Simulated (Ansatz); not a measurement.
A nudged elastic band was laid between two geometries of AsH$_{6}$NSi (9 atoms, charge 0, multiplicity 1).

Level of theory: RKS B3LYP-D4/def2-SVP in Ansatz 0.2.0.

```json
{
 "movable images": "7",
 "climbing image": "yes",
 "spring": "5.0 eV/Å²",
 "optimiser": "quadratic models (default)",
 "start path": "through a guess of the saddle point",
 "force threshold": "0.05 eV/Å",
 "iteration limit": "47",
 "end points": "relaxed"
}
```

Initial state:

```xyz
9
Properties=species:S:1:pos:R:3
N -1.102 0.703 -1.139
As 0.758 0.469 -0.986
Si 0.565 -1.066 0.831
H -1.324 1.250 -1.970
H -1.535 1.158 -0.336
H 1.150 1.635 -0.049
H 1.894 -1.240 1.490
H 0.104 -2.380 0.300
H -0.421 -0.577 1.842
```

Final state:

```xyz
9
Properties=species:S:1:pos:R:3
N -0.967 1.142 -1.153
As 0.826 0.609 -0.955
Si 0.553 -1.018 0.790
H -1.413 0.595 -1.888
H -1.534 1.060 -0.310
H 1.206 1.708 0.041
H 1.850 -1.371 1.442
H -0.034 -2.251 0.185
H -0.399 -0.521 1.831
```

Question: What changes between the two ends?

Answer: No bond is made or broken. The height of N1 over the plane of its neighbours goes from -0.37 to 0.37 Å.

Question: Give the energies along the band, and the barrier.

Answer: The run converged. The highest image is number 6 of 0 to 8, 2.1 kcal/mol above the first end and 1.7 kcal/mol above the last; the last end lies 0.4 kcal/mol above the first. A vibrational analysis at the climbing image gives one clearly imaginary mode, 466i cm⁻¹: a first-order saddle point.

```
image  path coordinate (Å)  energy (kcal/mol)  height of N1 over the plane of its neighbours (Å)
    0                 0.00                0.0                                              -0.37
    1                 0.09                0.0                                              -0.37
    2                 0.18                0.1                                              -0.34
    3                 0.28                0.5                                              -0.27
    4                 0.37                1.2                                              -0.18
    5                 0.46                1.8                                              -0.08
    6                 0.55                2.1                                               0.02
    7                 0.85                0.6                                               0.32
    8                 1.14                0.4                                               0.37
```

Question: What is the geometry of the highest image?

Answer: 
```xyz
9
Properties=species:S:1:pos:R:3:forces:R:3
N -0.998 0.923 -1.121 0.01 0.00 0.01
As 0.788 0.516 -0.970 0.00 0.00 0.00
Si 0.568 -1.036 0.837 0.00 0.00 0.00
H -1.419 0.951 -2.039 0.00 0.00 0.00
H -1.626 1.079 -0.343 -0.01 0.00 0.00
H 1.245 1.652 -0.033 0.00 0.00 0.00
H 1.890 -1.303 1.481 0.00 0.00 0.00
H 0.019 -2.315 0.300 0.00 0.00 0.00
H -0.379 -0.514 1.870 0.00 0.00 0.00
```

Question: What are the harmonic wavenumbers there?

Answer: 466i, 140, 145, 277, 346, 467, 538, 679, 716, 795, 892, 917, 942, 954, 1520, 2094, 2198, 2210, 2223, 3592, 3722 cm⁻¹.

Time of the run: 11 min on 1 thread of Arm Neoverse V2, with other jobs on the host, peak memory 0.23 GiB.
